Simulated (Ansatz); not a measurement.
This geometry of CH3NOTe (7 atoms, charge 0, multiplicity 1) is a first-order saddle point.

Theory: RKS PBE0-D4/def2-SVP (Ansatz).

```xyz
7
Properties=species:S:1:pos:R:3
N 1.005 1.028 0.347
C 0.146 0.254 0.828
O -0.500 -0.796 0.236
Te -0.225 -1.085 -1.939
H 1.187 0.829 -0.648
H -0.194 0.337 1.873
H -1.419 -0.568 -0.697
```

Question: Which two structures does it join? (They come from a converged band through this point; their orientation in space is the band's.)

Answer: Bonds broken: Te4–H7. Bonds formed: O3–H7.

First end point:

```xyz
7
Properties=species:S:1:pos:R:3
N 0.908 1.106 0.367
C 0.261 0.217 0.973
O -0.386 -0.882 0.529
Te -0.351 -1.375 -1.437
H 0.946 0.928 -0.645
H 0.138 0.260 2.069
H -1.516 -0.253 -1.856
```

Last end point:

```xyz
7
Properties=species:S:1:pos:R:3
N 1.111 0.903 0.426
C 0.046 0.334 0.710
O -0.599 -0.573 -0.134
Te 0.001 -0.982 -2.261
H 1.444 0.653 -0.520
H -0.497 0.460 1.657
H -1.506 -0.795 0.122
```

Question: How far does it lie above each of them?

Answer: 161.4 kJ/mol above the first and 91.9 kJ/mol above the second. This is the barrier of this one path; another mechanism may lie lower. The orbitals stay closed-shell, which can raise the energy where a bond breaks towards radicals; this wasn't checked here.

Run time: 2.6 min on 2 threads of Intel(R) Xeon(R) Platinum 8488C (Sapphire Rapids) (shared host), peak memory 0.2 GiB.
